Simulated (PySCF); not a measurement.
## Dipole moment and polarisability of `[SiH3][GeH2][GeH2][CH2]Cl`

CH9ClGe2Si.
Structure used (PBE0-D3(BJ)/def2-SVP), in Å, numbered top down from 1:
```
atom  x, y, z in Å
Si1   -2.292    0.724    0.154
Ge2   -0.853   -1.143    0.514
Ge3    1.255   -0.895   -0.653
C4     2.128    0.756   -0.016
Cl5    1.021    2.147   -0.220
H6    -1.937    1.838    1.080
H7    -3.707    0.313    0.417
H8    -2.188    1.186   -1.263
H9    -1.531   -2.443    0.033
H10   -0.556   -1.301    2.021
H11    2.213   -2.079   -0.395
H12    1.030   -0.751   -2.170
H13    2.383    0.684    1.050
H14    3.045    0.971   -0.582
```

Level: wB97X-D/def2-SVPD (PySCF), static field, nuclei fixed, core orbitals frozen in the response. The polarisability tensor in these axes (au):

```
x   137.30  -7.74  -7.53
y    -7.74 126.67  -1.16
z    -7.53  -1.16 103.09
```

Q: Diagonalise the tensor; give its mean and Δα, where Δα² is half the sum of the squared differences of the eigenvalues.

A: Principal values 101.20, 123.51 and 142.36 au; mean 122.36 au = 18.13 Å³ = 20.17 × 10⁻⁴⁰ C²·m²/J; Δα = 35.69 au (29 % of the mean).

Q: What is the dipole moment, and where does it point?

A: (1.18, -1.02, 0.24) D, 1.58 D in size, pointing from the negative to the positive side. Measured along this direction, the outermost atoms are H7 at the negative end and H11 at the positive end.

Q: Estimate the molar refractivity from the static electronic polarisability.

A: Lorentz–Lorenz: R = (4π/3)N_A α = 2.5225 cm³/(mol·Å³) × 18.13 Å³ = 45.7 cm³/mol, in the limit of long wavelengths.

Q: Refractivity n − 1 of an ideal gas of it at 273.15 K and 1 atm, from the electronic α?

A: N = p/kT = 2.6868 × 10¹⁹ cm⁻³, so n − 1 = 2π × N × 18.13 × 10⁻²⁴ cm³ = 3061 × 10⁻⁶ at long wavelengths.

Q: Find the Langevin capture rate constant for O2+ (31.990 u) meeting this molecule (231.859 u), k = 2.342 × 10⁻⁹ cm³/s × √(α in Å³ / reduced mass in u).

A: The reduced mass is 28.11 u, so k = 1.88 × 10⁻⁹ cm³/s. The formula leaves out the permanent dipole, which adds to the capture rate.

Q: Rayleigh depolarisation ratio (linearly polarised light, static tensor)?

A: ρ = 3Δα²/(45ᾱ² + 4Δα²) = 3820.8/(673698 + 5094.4) = 0.00563.

The structure is a single PBE0-D3(BJ)/def2-SVP conformer in the gas phase; no vibrational or solvent corrections. The calculation is non-relativistic, for germanium too.
